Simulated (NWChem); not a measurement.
hexafluoroacetylacetone (C₅H₂F₆O₂); SMILES O=C(C=C(O)C(F)(F)F)C(F)(F)F

```xyz
15

O     -2.0147    -1.9761    -0.0028
C     -0.8982    -1.2629    -0.0021
C     -0.8686     0.0898    -0.0049
C      0.3244     0.9352    -0.0055
O      1.4751     0.5808    -0.0100
C     -0.0017     2.4480     0.0013
F     -0.7204     2.7588     1.0855
F     -0.7364     2.7656    -1.0704
F      1.0939     3.1767    -0.0046
C      0.3337    -2.1780     0.0017
F      1.0736    -1.9654     1.0800
F      1.0690    -1.9795    -1.0824
F     -0.0469    -3.4502     0.0109
H     -2.7828    -1.3893    -0.0064
H     -1.8336     0.6067    -0.0068
```
Atoms are numbered in this order, from 1.

Computed with NWChem. Pople sets run with spherical d functions. Medium grid unless said otherwise, to which SCAN and Minnesota functionals are sensitive. Coordinates come from a PBE0/def2-SVP optimisation. Not confirmed as a minimum by frequencies. Hybrids' shares of exact exchange are those that their runs print; pure functionals count as 0. The functionals differ in more than this share.

```csv
row,share of exact exchange,highest occupied level (eV)
PBE/6-31G*,0.00,-5.97
MN15-L/6-31G*,0.00,-6.82
B3LYP/6-31G*,0.20,-7.59
PW6B95/6-31G*,0.28,withheld
Hartree-Fock/6-31G*,1.00,-10.88
```

**Question.** Fit a straight line of the last column on the one before it, predict the withheld value, and compare with the run.

**Answer.** 
1. Means of the 4 shown rows: x = 0.300, y = -7.815. Slope Σ(x − x̄)(y − ȳ)/Σ(x − x̄)² = -3.020/0.6800 = -4.441; intercept -6.483.
2. The shown rows scatter about the line by 0.327 (root mean square); the largest residual is +0.51, at PBE/6-31G*.
3. At x = 0.28 (PW6B95/6-31G*; inside the shown range) the line gives -7.73.
4. The run gives -8.08, -0.35 from the line, 1.1 times the scatter.
